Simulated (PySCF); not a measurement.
# Spin states of NiO⁺

Unrestricted PBE0; basis Ni def2-TZVPPD, O def2-TZVPPD; no relativity; PySCF 2.14. Outer shells of the fragments: Ni+ 3d9; O 2s2 2p4.

Followed along the bond (rough minima from three points):

| 2Ms+1 | unpaired | ⟨S²⟩ at the start | R at minimum (Å) | Te (eV) |
| --- | --- | --- | --- | --- |
| 4 | σ ↑, π ↑↑ | 3.77 | 1.65 | 0.00 |
| 2 | σ ↓, π ↑↑ | 1.77 | 1.69 | 0.39 |
| 4 | π ↑↑, δ ↑ | 3.77 | 1.76 | 0.52 |
| 4 | σ ↑, π ↑, δ ↑ | 3.76 | 1.75 | 0.63 |
| 4 | σ ↑, π ↑, δ ↑ | 3.76 | 1.75 | 0.67 |
| 4 | π ↑↑↑ | 3.77 | none in the scan | ≤ 0.93 |

Solutions found at the starting distance of 1.755 Å, counted from the lowest of them; the search is not exhaustive and high or unbound solutions are not listed, so other states can lie among these:

```tsv
2Ms+1	unpaired	term	E (eV)	⟨S²⟩	⟨Lz²⟩	μ (D)
4	σ ↑, π ↑↑	mixed	0.00	3.77	0.77	-3.33
2	σ ↓, π ↑↑	mixed	0.33	1.77	0.00	-2.73
4	π ↑↑, δ ↑	⁴Δ	0.43	3.77	4.00	-3.05
4	σ ↑, π ↑, δ ↑	mixed	0.54	3.76	5.01	-4.27
4	σ ↑, π ↑, δ ↑	mixed	0.58	3.76	5.01	-4.25
4	π ↑↑↑	⁴Π	0.92	3.77	1.00	-3.35
2	σ ↑, π ↑, δ ↓	mixed	1.05	1.76	4.98	-3.71
2	σ ↑, π ↑, δ ↓	mixed	1.07	1.77	5.01	-3.71
2	σ ↓, π ↑, δ ↑	mixed	1.31	1.76	4.99	-4.10
2	σ ↓, π ↑, δ ↑	mixed	1.33	1.76	5.01	-4.10
```

A term symbol is given only where ⟨S²⟩ and ⟨Lz²⟩ are close to those of a pure state; real π, δ and φ orbitals otherwise mix terms. A positive dipole points towards O; it is taken about the centre of mass and depends on that origin.

Task: Compare the gap between the two lowest followed solutions at the starting distance with the gap between their minima.

Result: At PBE0 the second solution (Ms = 0.5 of mixed spin, unpaired electrons σ ↓, π ↑↑) lies +0.33 eV from the first (quartet, unpaired electrons σ ↑, π ↑↑) at 1.755 Å and +0.39 eV at the minima; the two curves relax by different amounts, since their minima lie near 1.69 and 1.65 Å.

With d or f electrons several states lie close, and the lowest PBE0 determinant need not be the measured ground state.
